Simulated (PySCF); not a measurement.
Ionisation energy of Pr⁵⁷⁺ by level of theory

Pr⁵⁷⁺ 1s2 → Pr⁵⁸⁺ 1s1 [1s1/2^1, M_J = 1/2], as a difference of total energies. Calculation: PySCF 2.14, in an uncontracted even-tempered set (15 s from 150 bohr⁻², ratio 2.4; 11 p from 200 bohr⁻², ratio 2.4; 3 d from 620 bohr⁻², ratio 2.6; 3 f from 930 bohr⁻², ratio 2.6); the two-component X2C-1e Hamiltonian. Correlated levels: nothing frozen; the 30 highest virtual spinors dropped. "Screened" scales the spin-orbit matrix elements by Boettger's factors to mimic the two-electron term; Breit and QED terms are absent.

```
                    method  ionisation energy (eV)
 GHF (screened spin-orbit)                 48665.3
GMP2 (screened spin-orbit)                 48667.0
```

For this ion Breit and QED terms and the two-electron picture change, all absent here, outweigh the correlation shift from GHF to GMP2.

For comparison: 48571.71 ± 0.05 eV (theoretical estimate listed by NIST; NIST Atomic Spectra Database, ionization energies).
